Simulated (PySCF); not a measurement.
C3H13BSSi.
Geometry (PBE0-D3(BJ)/def2-SVP, Å), atoms numbered from 1 in this order:
```
atom  x, y, z in Å
C1    -1.7462    1.1032    0.8633
S2    -1.2721   -0.6052    1.1651
C3    -2.3789   -1.4614    0.0370
B4     0.4772   -0.7815    0.2546
C5     1.5705    0.0434    1.1011
Si6    3.2584   -0.1654    0.3094
H7    -1.6194    1.3390   -0.2029
H8    -1.0693    1.7295    1.4590
H9    -2.7816    1.2710    1.1893
H10   -3.4223   -1.3109    0.3451
H11   -2.2084   -1.1044   -0.9885
H12   -2.1228   -2.5272    0.0974
H13    0.2411   -0.3570   -0.8725
H14    0.6098   -1.9998    0.2875
H15    1.6567   -0.3079    2.1449
H16    1.3721    1.1304    1.1334
H17    3.2556    0.3227   -1.1068
H18    4.3201    0.6052    1.0399
H19    3.6797   -1.6022    0.2992
```

Computed with PySCF at B3LYP/def2-SVPD, non-relativistic, on one gas-phase PBE0-D3(BJ)/def2-SVP geometry that isn't relaxed in the solvent. The solvent is an IEF-PCM continuum (van der Waals radii × 1.2), and excitations are vertical TDDFT with non-equilibrium linear response and a frozen core. Specific hydrogen bonds and non-electrostatic terms are outside this model.

```csv
run,E − E(gas) (kcal/mol),HOMO (eV),HOMO–LUMO gap (eV),dipole (D),lowest singlet (eV),static polarisability (au)
gas,0.00,-7.47,7.36,5.65,6.37,108.7
P,-2.82,-7.43,7.53,6.38,6.49,124.4
Q,-6.32,-7.40,7.66,7.29,6.62,150.6
```

**Question.** The runs were made in benzene and water. Which run belongs to which solvent?

**Answer.** P = benzene, Q = water. The dielectric constants are 2.271 (benzene), 78.36 (water), and the energy falls further as ε rises. The optical constants n² used for the excitations are 2.25, 1.78 in the same order. In this model the ground state sees the solvent through ε alone.

**Question.** How constant is the ratio of the lowering to (ε − 1)/(2ε + 1)?

**Answer.** 
| solvent | (ε − 1)/(2ε + 1) | E − E(gas) (kcal/mol) | ratio (kcal/mol) | polarisation term (kcal/mol) |
| --- | --- | --- | --- | --- |
| benzene | 0.229 | -2.82 | -12.3 | -3.10 |
| water | 0.490 | -6.32 | -12.9 | -7.83 |

The ratio changes by +4.8 % in size from benzene to water. The polarisation term is half the interaction of the solute with the induced surface charges.
